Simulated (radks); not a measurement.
Hg IV, configuration [Xe] 4f14 5d(up 5, down 4). All-electron calculation, scalar-relativistic Kohn-Sham, PBE, spin-polarised, spherical densities, finite nucleus; Fermi nuclear charge, rms radius 5.4648 fm. Program: a radial shooting solver on a logarithmic mesh with Libxc functionals.

Local quantities along the radius. ELF = 1/(1 + alpha^2) is the electron localisation function; alpha = (tau - tau_W)/tau_unif compares the Pauli kinetic energy density with that of the uniform gas (summed over spins). tau is taken from the large components.

| r (bohr) | ELF | alpha |
|---|---|---|
| 0.001271 | 0.999 | 0.02432 |
| 0.001695 | 0.999 | 0.02729 |
| 0.002243 | 0.999 | 0.03178 |
| 0.002967 | 0.998 | 0.03892 |
| 0.003957 | 0.997 | 0.05122 |
| 0.005236 | 0.995 | 0.07251 |
| 0.006928 | 0.987 | 0.1132 |
| 0.009241 | 0.961 | 0.2018 |
| 0.01223 | 0.864 | 0.3970 |
| 0.01618 | 0.603 | 0.8106 |
| 0.02158 | 0.355 | 1.349 |
| 0.02855 | 0.387 | 1.259 |
| 0.03777 | 0.623 | 0.7778 |
| 0.05038 | 0.742 | 0.5895 |
| 0.06666 | 0.591 | 0.8319 |
| 0.0882 | 0.351 | 1.359 |
| 0.1176 | 0.528 | 0.9454 |
| 0.1557 | 0.716 | 0.6295 |
| 0.2059 | 0.465 | 1.073 |
| 0.2747 | 0.328 | 1.430 |
| 0.3634 | 0.681 | 0.6844 |
| 0.4809 | 0.652 | 0.7305 |
| 0.6414 | 0.338 | 1.398 |
| 0.8486 | 0.467 | 1.069 |
| 1.123 | 0.675 | 0.6938 |
| 1.498 | 0.534 | 0.9346 |
| 1.982 | 0.252 | 1.722 |
| 2.622 | 0.058 | 4.023 |
| 3.497 | 0.005 | 14.76 |
| 4.627 | 0.000 | 100.5 |

On this mesh the ELF has minima near r = 0.025, 0.088, 0.24, 0.73 bohr, which separate the shells, and maxima near 0.050 (0.74), 0.16 (0.72), 0.42 (0.72), 1.1 (0.68).
